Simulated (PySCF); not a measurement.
C₂H₄NO, SMILES C[N]C=O, multiplicity 2.

Geometry: B3LYP-D3(BJ)/def2-SVP. The isomer is the one that the SMILES or the coordinates give; other isomers of the formula were not compared. One conformer was computed; it need not be the lowest.

All values below come from TDA-B3LYP/def2-SVPD in PySCF 2.14.0.

Vertical excitations. The molecule is in vacuum.

Problem. Give excitation energies, oscillator strengths and character. (Estimate from the structure and the level; the computed values follow.)

Solution. 
```tsv
state	energy (eV)	λ (nm)	f	main pairs
root 1	1.13	1096	0.001	β HOMO→LUMO 95 %
root 2	2.07	600	0.006	β HOMO−1→LUMO 93 %
root 3	4.67	266	0.012	α HOMO−1→LUMO 10 %, α HOMO→LUMO 8 %, β HOMO−2→LUMO 74 %
root 4	5.24	237	0.003	α HOMO→LUMO 64 %, β HOMO→LUMO+1 18 %, β HOMO−2→LUMO 6 %
root 5	5.61	221	0.003	α HOMO−1→LUMO 14 %, β HOMO−3→LUMO 61 %
root 6	5.73	216	0.005	α HOMO−1→LUMO 13 %, α HOMO→LUMO 12 %, β HOMO→LUMO+1 52 %, β HOMO−3→LUMO 14 %
root 7	6.15	202	0.009	α HOMO−2→LUMO 22 %, β HOMO−1→LUMO+1 38 %, β HOMO−5→LUMO 23 %, β HOMO−3→LUMO 7 %
root 8	6.28	197	0.090	α HOMO−1→LUMO 19 %, α HOMO−2→LUMO 8 %, β HOMO−4→LUMO 24 %, β HOMO−3→LUMO 14 %, β HOMO−5→LUMO 10 %, β HOMO→LUMO+1 7 %
root 9	6.57	189	0.003	α HOMO−2→LUMO 35 %, β HOMO−5→LUMO 57 %
root 10	6.74	184	0.015	α HOMO−2→LUMO 18 %, α HOMO−1→LUMO 5 %, β HOMO−4→LUMO 48 %, β HOMO−1→LUMO+1 21 %
```
Unrestricted roots are not spin-pure.
